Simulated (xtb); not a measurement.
TaOF3, SMILES [F][Ta]([F])([F])=[O], multiplicity 1. All values are semi-empirical tight-binding results from xtb (GFN2-xTB unless named), good for trends rather than for accurate numbers. Geometry optimised at GFN2-xTB. The multiplicity is an assumed one; other spin states were not compared. The isomer is the one that the SMILES or the coordinates give; other isomers of the formula were not compared.

Optimised geometry:

```xyz
5

Ta     0.0000     0.0000    -0.0274
O      0.0000     0.0000    -1.7281
F      1.4992     0.8655     0.5860
F      0.0000    -1.7311     0.5860
F     -1.4992     0.8655     0.5860
```

For metal compounds this method's bond lengths and energies can be far off.

```json
{
  "point_group_as_xtb_finds_it": "C3v",
  "orbital_gap": "4.68 eV",
  "zero_point_energy": "4.2 kcal/mol",
  "G − E(el) at 298.15 K (modified RRHO)": "-15.4 kcal/mol"
}
```

Computed atomic charges and the Wiberg bond orders between heavy atoms:
charges (e) Ta1 1.53, O2 -0.48, F3 -0.35, F4 -0.35, F5 -0.35. Bond orders Ta1–O2 2.18, Ta1–F3 1.00, Ta1–F4 1.00, Ta1–F5 1.00.
